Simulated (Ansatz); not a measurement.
One change: `CO[CH2][AlH][OH]` becomes `CO[CH2][GaH2]`.

Ansatz, PBE0-D4/def2-TZVP geometries, multiplicity 1. Each molecule was computed in one conformer, which needn't be the lowest.

Scalar relativity is left out up to krypton.

```csv
property,`CO[CH2][AlH][OH]`
HOMO energy (B3LYP/def2-TZVPP) / eV,-6.55
HOMO–LUMO gap (PBE0/def2-TZVPP) / eV,6.11
size of the dipole moment (B3LYP/def2-TZVPP) / D,1.42
zero-point energy (PBE0-D4/def2-TZVP) / kJ/mol,235.9
LUMO energy (ωB97M-V/def2-TZVPP) / eV,0.93
size of the dipole moment (ωB97M-V/def2-TZVPP) / D,1.42
```

Q: What does the change do to each property? (Estimate.)

A: Ansatz gave: 
| property | `CO[CH2][GaH2]` | shift |
| --- | --- | --- |
| HOMO energy (B3LYP/def2-TZVPP) / eV | -7.34 | -0.79 |
| HOMO–LUMO gap (PBE0/def2-TZVPP) / eV | 6.12 | 0.01 |
| size of the dipole moment (B3LYP/def2-TZVPP) / D | 1.61 | 0.19 |
| zero-point energy (PBE0-D4/def2-TZVP) / kJ/mol | 215.3 | -20.6 |
| LUMO energy (ωB97M-V/def2-TZVPP) / eV | 0.26 | -0.67 |
| size of the dipole moment (ωB97M-V/def2-TZVPP) / D | 1.59 | 0.17 |

The zero-point energy changes by -20.6 kJ/mol with -3 modes. Dipoles are sizes alone; their direction can turn.

B3LYP here is the variant with VWN-RPA as its local correlation; programs differ in this.
